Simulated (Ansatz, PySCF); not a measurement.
Pair of molecules: HF (SMILES F) (first 2 atoms) with H2 (SMILES [H][H]); geometry from B3LYP-D3(BJ)/def2-TZVP.
(charge 0, multiplicity 1):
```xyz
4

F      0.069     0.092    -0.127
H      0.109     0.082     0.799
H      0.568     0.080     2.718
H     -0.177     0.042     2.750
```

Interaction energies are E(AB) − E(A) − E(B) at the monomers' geometry in the complex; basis-set methods are counterpoise corrected.

Frozen-core correlation.

Run with Ansatz (a quantum-chemistry and plane-wave program); PySCF for the dispersion terms. 

Question: Give the interaction energy at the level B2PLYP/def2-TZVPPD.

Answer: -42 meV

Question: What interaction energy does BHLYP-D4/def2-TZVPPD give?

Answer: -54 meV

Question: What is the computed interaction energy (r2SCAN-D3(BJ)/def2-TZVPPD)?

Answer: -48 meV
